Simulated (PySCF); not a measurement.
PySCF 2.14 output of a UHF calculation on a single atom or ion in x2c-SVPall (5s4p3d, 32 functions), with the spin-free X2C one-electron Hamiltonian (Gaussian nucleus):

```
SCF conv_tol = 1e-09
number electrons alpha = 17  beta = 15
cycle= 1 E= -2426.56167581015  delta_E= -0.00348  |g|= 0.0214  |ddm|= 0.0683
cycle= 2 E= -2426.56203207505  delta_E= -0.000356  |g|= 0.00691  |ddm|= 0.0222
cycle= 3 E= -2426.56207399451  delta_E= -4.19e-05  |g|= 0.0002  |ddm|= 0.0107
cycle= 4 E= -2426.5620740202  delta_E= -2.57e-08  |g|= 6.95e-05  |ddm|= 0.000404
cycle= 5 E= -2426.56207402158  delta_E= -1.37e-09  |g|= 1.01e-05  |ddm|= 0.000101
cycle= 6 E= -2426.56207402166  delta_E= -8.46e-11  |g|= 1.1e-06  |ddm|= 4.17e-05
converged SCF energy = -2426.56207402166  <S^2> = 2.0073608  2S+1 = 3.0049032
```

The run itself started from symmetry-adapted Hartree-Fock orbitals and held the occupation by maximum overlap, so the iterations belong to that start.

**Question.** Which element, charge and spin multiplicity is this?

**Answer.** Se²⁺ (selenium, charge +2), multiplicity 3; the state was [Ar] 3d10 4s2 4p2, high-spin 3P determinant.
